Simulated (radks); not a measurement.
Values are calculated unless marked as measured or tabulated.
Trend from Lu2+ to Hg2+: ionisation energy by Delta-SCF between NIST ground configurations, and size. Level of theory: Dirac Kohn-Sham, LDA (Slater exchange, Perdew-Wang correlation), spin-unpolarised, spherical densities, point nucleus; open shells fill j = l - 1/2 first (a radial shooting solver on a logarithmic mesh with Libxc functionals).

\begin{tabular}{lrrrrr}
species & configuration & IE (eV) & NIST (eV) & kind & r at 0.001 e/bohr^3 (bohr) \\ \hline
Lu2+ & [Xe] 4f14 6s1 & 21.293 & 20.959 & exp. & 4.04 \\
Hf2+ & [Xe] 4f14 5d2 & 22.367 & 22.55 & theory & 3.69 \\
Ta2+ & [Xe] 4f14 5d3 & 24.189 & 23 & theory & 3.73 \\
W2+ & [Xe] 4f14 5d4 & 25.970 & 26.0 & semi-emp. & 3.72 \\
Re2+ & [Xe] 4f14 5d5 & 26.739 & 27 & theory & 3.70 \\
Os2+ & [Xe] 4f14 5d6 & 28.431 & 25 & theory & 3.66 \\
Ir2+ & [Xe] 4f14 5d7 & 30.097 & 28 & theory & 3.61 \\
Pt2+ & [Xe] 4f14 5d8 & 31.742 & 29 & theory & 3.56 \\
Au2+ & [Xe] 4f14 5d9 & 33.371 & 30 & theory & 3.51 \\
Hg2+ & [Xe] 4f14 5d10 & 34.988 & 34.49 & exp. & 3.45 \\
\end{tabular}

Reference values: NIST Atomic Spectra Database (exp. = measured, semi-emp. = semi-empirical, theory = theoretical value adopted there). Spin polarisation and multiplet splitting are left out, so open shells lie too high by an amount that depends on their filling.

Beside tabulated values, note that spin-unpolarised runs miss the spin-polarisation part of the exchange energy of open shells.
